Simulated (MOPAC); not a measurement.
Input for MOPAC: PM3 on H2OSi (SMILES O=[SiH2]), a point of a bond scan (R = 1.823 Å).

```
PM3 1SCF PRECISE CHARGE=0 THREADS=1
H2OSi

O      1.28159921 1    -0.52004129 1    -0.08867647 1
Si    -0.40448259 1     0.16412904 1     0.02798698 1
H     -1.61806760 1    -0.53589800 1    -0.45149398 1
H     -0.72386075 1     1.48619463 1     0.61353677 1
```

The log:

```
*******************************************************************************
 **                                                                           **
 **                              MOPAC v23.2.5                                **
 **                                                                           **
 *******************************************************************************
 ** MOPAC's Digital Object Identifier: https://doi.org/10.5281/zenodo.6511958 **
 **                                                                           **
 ** Please cite the open-source release paper for use of this MOPAC version:  **
 ** J. E. Moussa and J. J. P. Stewart (2026)                                  **
 ** MOPAC: An open-source semiempirical molecular orbital program             **
 ** J. Open Source Softw., 11(119), 8025, https://doi.org/10.21105/joss.08025 **
 *******************************************************************************

                              PM3 CALCULATION RESULTS

 *******************************************************************************
 *  PM3        - The PM3 Hamiltonian to be used
 *
 *
 *
 *                 CHARGE ON SYSTEM = 0
 *
 *
 *
 *  PRECISE    - TIGHTER CRITERIA TO BE USED
 *  1SCF       - DO 1 SCF AND THEN STOP
 *  THREADS=1  - MULTI-THREADING NOT USED
 *  T=         - A TIME OF 172800.0 SECONDS REQUESTED
 *  DUMP=N     - RESTART FILE WRITTEN EVERY 7200.0 SECONDS REQUESTED
 *******************************************************************************
PM3 1SCF PRECISE CHARGE=0 THREADS=1
 H2OSi

   ATOM   CHEMICAL          X               Y               Z
  NUMBER   SYMBOL      (ANGSTROMS)     (ANGSTROMS)     (ANGSTROMS)

     1       O          1.28159921  *  -0.52004129  *  -0.08867647  *
     2      Si         -0.40448259  *   0.16412904  *   0.02798698  *
     3       H         -1.61806760  *  -0.53589800  *  -0.45149398  *
     4       H         -0.72386075  *   1.48619463  *   0.61353677  *



          CARTESIAN COORDINATES

    NO.       ATOM           X           Y           Z

     1         O          1.2816     -0.5200     -0.0887
     2        Si         -0.4045      0.1641      0.0280
     3         H         -1.6181     -0.5359     -0.4515
     4         H         -0.7239      1.4862      0.6135

  H: (PM3): J. J. P. STEWART, J. COMP. CHEM. 10, 209 (1989).
  O: (PM3): J. J. P. STEWART, J. COMP. CHEM. 10, 209 (1989).
 Si: (PM3): J. J. P. STEWART, J. COMP. CHEM. 10, 209 (1989).

           Empirical Formula: H2 O Si  =     4 atoms



      MOLECULAR POINT GROUP   :   C2v


      RHF CALCULATION, NO. OF DOUBLY OCCUPIED LEVELS = 6


 -------------------------------------------------------------------------------
 PM3 1SCF PRECISE CHARGE=0 THREADS=1
 H2OSi



     1SCF WAS SPECIFIED, SO BFGS WAS NOT USED
     SCF FIELD WAS ACHIEVED


                              PM3 CALCULATION
                                                       MOPAC v23.2.5 Linux




          FINAL HEAT OF FORMATION =         13.04617 KCAL/MOL =      54.58517 KJ/MOL


          COSMO AREA              =         85.78 SQUARE ANGSTROMS
          COSMO VOLUME            =         71.70 CUBIC ANGSTROMS

          IONIZATION POTENTIAL    =          9.812308 EV
          HOMO LUMO ENERGIES (EV) =         -9.812 -1.339
          NO. OF FILLED LEVELS    =          6
          MOLECULAR WEIGHT        =         46.1007         POINT GROUP:  C2v

          MOLECULAR DIMENSIONS (Angstroms)

            Atom       Atom       Distance
            H     4    O     1     2.92232
            H     3    H     4     2.22730
            O     1   Si     2     0.00000


          SCF CALCULATIONS        =          1





   ATOM   CHEMICAL          X               Y               Z
  NUMBER   SYMBOL      (ANGSTROMS)     (ANGSTROMS)     (ANGSTROMS)

     1       O          1.28159921  *  -0.52004129  *  -0.08867647  *
     2      Si         -0.40448259  *   0.16412904  *   0.02798698  *
     3       H         -1.61806760  *  -0.53589800  *  -0.45149398  *
     4       H         -0.72386075  *   1.48619463  *   0.61353677  *

                             CARTESIAN COORDINATES

   1    O        1.281599210    -0.520041290    -0.088676470
   2   Si       -0.404482590     0.164129040     0.027986980
   3    H       -1.618067600    -0.535898000    -0.451493980
   4    H       -0.723860750     1.486194630     0.613536770


           Empirical Formula: H2 O Si  =     4 atoms



      MOLECULAR POINT GROUP   :   C2v


                  EIGENVALUES
 -29.88753 -15.34787 -12.78471 -11.78739  -9.83615  -9.81231  -1.33913   0.18556
   2.20712   2.93520


              NET ATOMIC CHARGES AND DIPOLE CONTRIBUTIONS

  ATOM NO.   TYPE          CHARGE      No. of ELECS.   s-Pop       p-Pop
    1          O          -0.488482        6.4885     1.92401     4.56448
    2         Si           0.741673        3.2583     1.04953     2.20879
    3          H          -0.126596        1.1266     1.12660
    4          H          -0.126595        1.1266     1.12660
 DIPOLE           X         Y         Z       TOTAL
 POINT-CHG.    -3.024     1.227     0.209     3.270
 HYBRID        -0.361     0.147     0.025     0.391
 SUM           -3.385     1.374     0.234     3.661


          ATOMIC ORBITAL ELECTRON POPULATIONS

     Atom    s        px        py        pz
    1  O   1.92401   1.30257   1.75121   1.51069
    2 Si   1.04953   0.79101   0.78050   0.63729
    3  H   1.12660
    4  H   1.12660

 **********************
 *                    *
 * JOB ENDED NORMALLY *
 *                    *
 **********************




 == MOPAC DONE ==
```

The run finished.

Cost: very roughly 0.03 core-seconds.
